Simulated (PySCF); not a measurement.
[VO2Cl2]- (charge -1 and singlet state).
Structure used (PBE0-D3(BJ)/def2-SVP), in Å, numbered top down from 1:
```
atom  x, y, z in Å
V1     0.1111   -0.0009    0.0893
O2     0.1122   -0.0286    1.6646
O3     1.6078    0.0084   -0.3960
Cl4   -0.9207    1.8616   -0.6456
Cl5   -0.9103   -1.8404   -0.7123
```

Method used: PySCF 2.14.0, PBE0-D3(BJ)/def2-SVP geometry optimisation, gas phase.

Question: Which atoms are bound to V1, and at what distances?

Answer: 4 atoms: O3 1.573 Å, O2 1.575 Å, Cl5 2.252 Å, Cl4 2.252 Å.

Question: List the angles at V1.

Answer: 
```
     angle  degrees  distance of the outer atoms (Å)
Cl4–V1–Cl5    110.6                             3.70
 O2–V1–Cl5    110.0                             3.16
 O2–V1–Cl4    109.9                             3.16
 O3–V1–Cl4    109.3                             3.14
 O3–V1–Cl5    109.1                             3.14
  O2–V1–O3    107.9                             2.55
```

Question: What is the shape at V1?

Answer: Tetrahedral: angles from 107.9° to 110.6°; τ4 = (360° − α − β)/141° = 0.99 with α and β the two widest (0 for a square, 1 for a tetrahedron). Differences among atoms that C2v makes equivalent are scatter left by the optimiser.

Question: What are the rotational constants (commonest isotopes, rigid rotor)?

Answer: A = 2961, B = 1733, C = 1409 MHz: an asymmetric top.

Point group: C2v (every atom within 0.08 Å of its image). Charge -1, singlet. Not checked by PBE0-D3(BJ)/def2-SVP frequencies.
